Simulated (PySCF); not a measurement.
# Structure from NMR data

An unknown has the formula C5H5ClO2Si. Its calculated NMR data are:

¹H NMR (600 MHz, computed): δ 7.74 (m, 1H), 7.23 (m, 1H), 4.52 (s, 3H).

¹³C{¹H} NMR (computed): δ 165.7 (C), 164.2 (C), 157.4 (C), 132.4 (CH), 129.7 (CH).

PySCF calculation with GFN2-xTB geometry and shieldings: GIAO PBE0/pcSseg-1; no relativistic terms, equivalent nuclei averaged, one conformer, no solvent model.

δ = σ(ref) − σ, references computed at the same level: ¹H (31.72 ppm) and ¹³C (186.93 ppm) against TMS.

Task: Which of these isomers gave the spectra?
A. O=C(Cl)c1cc([SiH3])co1
B. O=C(O)C1=CC=C(Cl)[SiH2]1
C. O=C(Cl)c1ccc([SiH3])o1

Result: C. 

Rings plus π bonds: 4 (1 ring in the answer). 5 carbon signals for 5 carbons: no two carbons are equivalent. Carbon types of the structure: 3 × C, 2 × CH, leaving 3 H on heteroatoms. δC 165.7, 157.4: substituted aromatic carbon next to the ring oxygen. δC 164.2: carbonyl carbon. δC 132.4, 129.7: aromatic CH; the aromatic region. δH 7.74, 7.23: hydrogen on an aromatic CH. δH 4.52: hydrogen on a silicon bonded to C.

The others: O=C(O)C1=CC=C(Cl)[SiH2]1 has carbons computed at 169.6, 168.2, 167.0, 150.0, 130.1; O=C(Cl)c1cc([SiH3])co1 has carbons computed at 164.2, 160.5, 153.2, 136.2, 120.1.

Carbons that carry Cl, above all several Cl atoms, come out too deshielded, partly because spin–orbit coupling is missing. Shifts are as computed. Against solution values, carbons near 30 ppm lie about +3 ppm off and those near 130 ppm about +5 ppm; carbons on Cl a further +6 ppm. Of 1211 compounds with measured shifts, 218 miss one by over three times the rms of a fit or turn the order of signals round; such compounds aren't used in these exercises. No couplings were computed; multiplicities are counted from neighbouring protons, with m where these are inequivalent, close in shift, in a saturated or five-membered ring or joined by F or P, and br s for small geminal =CH2 splittings.
